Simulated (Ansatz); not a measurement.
The same molecule with X = O, S, Se, Te. Ansatz, PBE0-D4/def2-TZVP geometries, multiplicity 1. Each molecule was computed in one conformer, which needn't be the lowest.

Elements past krypton have def2 core potentials. Scalar relativity is left out up to krypton.

```tsv
X	molecule	mean X–C bond length / Å	mean X–H bond length / Å	HOMO–LUMO gap (ωB97M-V/def2-TZVPP) / eV	HOMO energy (ωB97M-V/def2-TZVPP) / eV	LUMO energy (PBE/def2-TZVPP) / eV
O	`C#CCO`	1.410	0.961	12.38	-10.19	-0.67
Se	`C#CC[SeH]`	1.974	1.470	10.54	-8.95	-1.29
Te	`C#CC[TeH]`	2.172	1.660	9.21	-8.43	-1.89
```

Give the row for X = S, `C#CCS`. (An estimate is asked.)

Ansatz gave: 
```
X  molecule  mean X–C bond length / Å  mean X–H bond length / Å  HOMO–LUMO gap (ωB97M-V/def2-TZVPP) / eV  HOMO energy (ωB97M-V/def2-TZVPP) / eV  LUMO energy (PBE/def2-TZVPP) / eV
S   `C#CCS`                     1.827                     1.343                                    11.30                                  -9.28                              -0.84
```

From O to Te the mean X–C bond length rises at each step, by 0.762 Å in all; the mean X–H bond length rises at each step, by 0.699 Å in all; the HOMO–LUMO gap (ωB97M-V/def2-TZVPP) falls at each step, by 3.17 eV in all; the HOMO energy (ωB97M-V/def2-TZVPP) rises at each step, by 1.76 eV in all; the LUMO energy (PBE/def2-TZVPP) falls at each step, by 1.22 eV in all. Bonds lengthen as the atom grows down the group.

Spin–orbit coupling is left out; it splits and shifts lone-pair levels of the heavy atoms by tenths of an eV.
